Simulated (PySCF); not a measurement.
A GIAO shielding run with PySCF 2.14 (density fitting, non-relativistic, gas phase) on SMILES C[C@@H](C[SiH2][SiH2]C)CS, C₅H₁₆SSi₂:

```
$ OMP_NUM_THREADS=1 python probes_run.py task.json out

{"job": {"kind": "nmr", "xc": "PBE0", "basis": "pcSseg-1"}, "charge": 0, "multiplicity": 1}
C      3.929269     0.989469    -0.288438
Si     2.079738     0.724393    -0.620671
Si     1.244918    -0.951249     0.746850
C     -0.533006    -1.408101     0.218292
C     -1.433920    -0.207011    -0.063781
C     -1.597972     0.674101     1.168516
C     -2.794880    -0.702440    -0.549177
S     -3.896264     0.639405    -1.118794
H      4.340566     1.770750    -0.920550
H      4.496697     0.082501    -0.476062
H      4.104585     1.276911     0.744372
H      1.921153     0.422117    -2.053915
H      1.411131     2.022686    -0.426640
H      1.219155    -0.602217     2.176599
H      2.009207    -2.208282     0.678853
H     -1.001481    -2.028404     0.984883
H     -0.479674    -2.023895    -0.682869
H     -0.979990     0.389851    -0.866400
H     -1.924415     0.077129     2.017582
H     -0.657367     1.155080     1.423125
H     -2.341151     1.447284     0.984874
H     -3.342438    -1.185071     0.260774
H     -2.689257    -1.408810    -1.373768
H     -3.096340     1.073568    -2.091544
```

Hardware: 1 thread of an Arm Neoverse N1, shared host. The job also computes population analyses, field gradients.

Q: How large is the calculation?

A: 90 electrons, 237 basis functions and 1298 auxiliary functions.

Q: How long does it take, and how much memory does it need?

A: 99 s of wall time, with 12 SCF cycles and 5 response iterations; peak memory 1.1 GiB. Times on a shared host scatter by some tens of per cent.
